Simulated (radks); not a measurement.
Q: The mean radii <r> (bohr) of the occupied orbitals of an atom or ion are listed with their occupations. All-electron calculation, Dirac Kohn-Sham, LDA (Slater exchange, Perdew-Wang correlation), spin-unpolarised, spherical densities, finite nucleus; Fermi nuclear charge, rms radius of each element as measured or else 0.836 A^(1/3) + 0.57 fm. Program: a radial shooting solver on a logarithmic mesh with Libxc functionals.

orbital  occ.      <r>
1s1/2       2  0.03518
2s1/2       2   0.1509
2p1/2       2   0.1283
2p3/2       4   0.1326
3s1/2       2   0.3681

Name the element and its charge. Open shells, if any, are shared by 2j + 1.

A: Z = 42, molybdenum, charge +30: Mo30+ in [Ne] 3s2. The 1s radius gives Z: for a bare nucleus <r> = (2 gamma + 1)/(2Z) with gamma = sqrt(1 - (Z/c)^2), 0.03457 bohr for Z = 42, and screening makes it slightly larger (0.03518 here). The occupations add up to 12, and the charge is Z minus that.
